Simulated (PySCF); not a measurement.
# Worked example: oscillator strength and radiative lifetime

FH6NOSi2, SMILES F[Si@H](N[SiH3])O.

The structure is a stationary point at PBE0-D3(BJ)/def2-SVP. The structure was generated by enumeration; whether it is a known compound was not checked. Other conformers were not sampled.

PySCF with TDDFT-B3LYP/def2-SVPD puts the first singlet state with f over 0.02 at 7.45 eV (vertical), with the transition dipole (0.071, 0.330, 0.028) in atomic units.

### Question
Find the oscillator strength, the wavelength and the radiative lifetime that this transition would have in vacuum if emission retraced absorption.

### Answer

|μ|² = 0.1147 au, so |μ| = 0.86 D. ΔE = 7.45/27.211 = 0.2738 hartree. f = (2/3) ΔE |μ|² = 0.021 (the program prints 0.021).
λ = 1239.84/7.45 = 166 nm; ν = 60088 cm⁻¹.
Einstein's coefficient A = 0.6670 ν² f s⁻¹ (ν in cm⁻¹) = 5.0e7 s⁻¹, so τ = 1/A = 20 ns. This state is S3; the lower singlets have f = 0.014, 0.012. The figure is the radiative limit of this one transition; relaxation, internal conversion, crossing to triplets and a medium change what is measured.
